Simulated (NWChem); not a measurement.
Species: InSi2H6F; SMILES [F][In]([SiH3])[SiH3]

Program: NWChem. Not confirmed as a minimum by frequencies. def2 effective core potentials on In; no spin-orbit coupling. Each level has its own optimisation.

```tsv
level	r F–In (Å)	r In–Si (Å)	r H–Si (Å)	dipole (D)
Hartree-Fock/STO-3G (all-electron, non-relativistic)	1.861	2.500	1.426	0.52
Hartree-Fock/3-21G (all-electron, non-relativistic)	1.928	2.640	1.490	2.00
PBE0/def2-SVP (core potentials)	1.982	2.586	1.495	2.88
```
